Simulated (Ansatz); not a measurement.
Calculated with Ansatz (gas phase, PBE0-D4/def2-TZVP geometries, no zero-point term in ΔE). CCSD(T)/CBS is the MP2 limit (def2-TZVPP, def2-QZVPP) plus CCSD(T) − MP2 in def2-TZVPP, frozen cores. This one scheme is used for every species. DFT in def2-TZVPP. One conformer a species, not always the lowest.

Consider the cleavage of the Si–Si bond: `BN(C=C)[SiH2][SiH3]` + `O[Si]S` → `[SiH3]O[Si]S` + `BN([SiH3])C=C`.

CCSD(T)/CBS gives -1.06 eV.

(1) Another level gave -1.01 eV. Which?
A. LDA (SPW92)/def2-TZVPP
B. RPA@PBE/def2-TZVPP
C. BHLYP/def2-TZVPP
D. r2SCANh/def2-TZVPP

Largest T1 diagnostic among the species: 0.015.

Results:

(1) D. r2SCANh -1.01, BHLYP -1.22, LDA (SPW92) -0.79, RPA@PBE/def2-TZVPP -1.09 eV.

From PBE to PBE0 (25 % exact exchange), in def2-TZVPP and without D4, ΔE moves by −0.09 eV. In def2-TZVPP, CCSD(T) changes the Hartree–Fock value by +0.31 eV (the triples alone add +0.04 eV) and MP2 by +0.24 eV. The D4 term adds +0.05 eV with B3LYP and +0.03 eV with PBE0; it sums over pairs of atoms, weighted by their polarisabilities, and B3LYP, whose exchange is more repulsive, gets the larger term.

B3LYP here is the variant with VWN-RPA as its local correlation; programs differ in this.
